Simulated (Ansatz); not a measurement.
Reaction (ligand exchange at the Si–C bond): `BC([SiH3])[SiH2]Cl` + `CCS` → `CCS[SiH2]Cl` + `BC[SiH3]`

Program: Ansatz. Geometries: PBE0-D4/def2-TZVP. ΔE: electronic, gas phase. CBS: MP2 limit from def2 TZ/QZ plus the TZ coupled-cluster correction, frozen cores. DFT in def2-TZVPP. One conformer a species, not always the lowest.

```
        level  ΔE (eV)
          PBE    -0.49
HF/def2-QZVPP    -0.47
```

(1) What does CCSD(T)/CBS give? (An estimate is asked.)

Largest T1 diagnostic among the species: 0.011.

Answers

(1) The calculation gave: -0.43 eV. The listed levels differ from it by -0.06, -0.04 eV.

In def2-TZVPP, CCSD(T) changes the Hartree–Fock value by +0.08 eV (the triples alone add −0.00 eV) and MP2 by +0.05 eV.
